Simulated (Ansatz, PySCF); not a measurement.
Gas-phase reaction in SMILES: O[Si](Cl)(Cl)Cl [trichloro(hydroxy)silane] -> Cl[Si](Cl)Cl + [OH] (HO) (the O-Si bond at the site shown breaks; other sites are not compared here)
Structures are relaxed separately at B3LYP-D3(BJ)/def2-TZVP in Ansatz (a program for electronic structure), one conformer each, not searched for the lowest. Frequencies are from Ansatz or PySCF.

Property: bond dissociation energy (enthalpy at 298 K, with B3LYP-D3(BJ) rigid-rotor harmonic-oscillator terms), in kJ/mol. Correlated levels leave the core frozen unless marked. Open shells are spin-unrestricted. Spin-orbit coupling is left out. No relativistic terms. Basis-set limits of correlation are two-point, X^-3; Hartree-Fock from the larger set. [CCSD(T)-MP2]/basis is that difference in the basis named.

```csv
level,program,bond dissociation energy (kJ/mol)
HF/cc-pV(D+d)Z,Ansatz,383.1
HF/cc-pV(T+d)Z,Ansatz,406.4
```

Q: Estimate the value at RI-MP2/CBS(cc-pV(T+d)Z,cc-pV(Q+d)Z)+[CCSD(T)-MP2]/cc-pV(T+d)Z as computed with Ansatz.

A: 552.8 kJ/mol, so HF/cc-pV(T+d)Z differs from it by -146.4 kJ/mol.
